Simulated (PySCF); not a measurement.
Al(OH)(OMe)(SH) (CH5AlO2S), SMILES C[O][Al]([OH])[SH]. The structure is a stationary point at r2SCAN-D4/def2-SVP. The structure was generated by enumeration; whether it is a known compound was not checked. The values are those of a single conformer.

Computed equilibrium geometry at r2SCAN-D4/def2-SVP (PySCF confirms it by a frequency run) as a Z-matrix, and its point group (one conformer of several):
point group Cs.
```
O
C 1 1.3964
H 2 1.1050 1 110.51
H 2 1.1050 3 107.45 1 120.65
H 2 1.1070 3 107.63 4 115.66
Al 1 1.6885 2 140.49 3 -120.60
O 6 1.6958 1 121.19 2 180.00
H 7 0.9608 6 125.03 1 0.00
S 6 2.1779 1 121.72 2 0.00
H 9 1.3529 6 91.49 1 180.00
```
